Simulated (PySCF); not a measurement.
The vertical singlet excitations below were computed for one of the candidates. Method: TDDFT B3LYP/def2-SVPD, vertical, gas phase, core orbitals frozen in the response (PySCF 2.14.0, density-fitted response routines). Geometries: GFN2-xTB, one conformer each.

| state | E (eV) | λ (nm) | f |
| --- | --- | --- | --- |
| S1 | 3.95 | 314.2 | 0.0027 |
| S2 | 5.99 | 207.0 | 0.642 |
| S3 | 6.70 | 185.1 | 0.0003 |
| S4 | 6.85 | 180.9 | 0.0032 |
| S5 | 7.19 | 172.4 | 0.0078 |
| S6 | 7.34 | 168.9 | 0.0020 |
| S7 | 7.42 | 167.0 | 0.058 |
| S8 | 7.60 | 163.2 | 0.019 |

Orbital energies (eV): HOMO-3 -10.82, HOMO-2 -10.75, HOMO-1 -8.58, HOMO -7.96, LUMO -2.76, LUMO+1 -0.10, LUMO+2 0.21.

Task: Which structure fits? All have the formula C3H4F3NSi.
A. `C#C[Si@H](N)C(F)(F)F`
B. `C[C@@H](C#N)[Si](F)(F)F`
C. `[H]/N=C\C=C\[Si](F)(F)F`
D. `N#C[SiH2]C(F)(F)CF`
E. `N#C[C@H]([SiH3])C(F)(F)F`

Result: C. Its S1, at 3.95 eV, is the lowest among the candidates; the nearest of the others has S1 at 5.84 eV. S1 is HOMO→LUMO (99%). Löwdin shares by element: HOMO nitrogen 63%, carbon 21% or more, hydrogen 8% or more; LUMO carbon 62%, nitrogen 22% (atoms not listed hold the other 16%). At the same level the other candidates give, for their lowest levels:
- `C[C@@H](C#N)[Si](F)(F)F`: 7.60 eV (f 0.003); 7.86 eV (f 0.006); 7.88 eV (f 0.014); 8.16 eV (f 0.003); 8.38 eV (f 0.023); T1 6.41 eV; HOMO -9.47, LUMO -0.66 eV
- `N#C[SiH2]C(F)(F)CF`: 6.91 eV (f 0.038); 7.08 eV (f 0.038); 7.19 eV (f 0.012); 7.57 eV (f 0.029); 7.69 eV (f 0.020); T1 5.87 eV; HOMO -9.09, LUMO -1.28 eV
- `N#C[C@H]([SiH3])C(F)(F)F`: 7.36 eV (f 0.010); 7.78 eV (f 0.047); 7.94 eV (f 0.020); 8.06 eV (f 0.003); 8.53 eV (f 0.030); T1 6.35 eV; HOMO -9.30, LUMO -0.66 eV
- `C#C[Si@H](N)C(F)(F)F`: 5.84 eV (f 0.018); 5.98 eV (f 0.016); 6.13 eV (f 0.004); 6.27 eV (f 0.005); 6.59 eV (f 0.009); T1 4.95 eV; HOMO -7.92, LUMO -1.01 eV

The values belong to the conformer `[H]/[N:1]=[CH:2]\[CH:3]=[CH:4]\[Si:5]([F:6])([F:7])[F:8]`: N1–C2–C3–C4 180°, C3–C4–Si5–F6 0°.
Triplets come from the Tamm–Dancoff approximation.
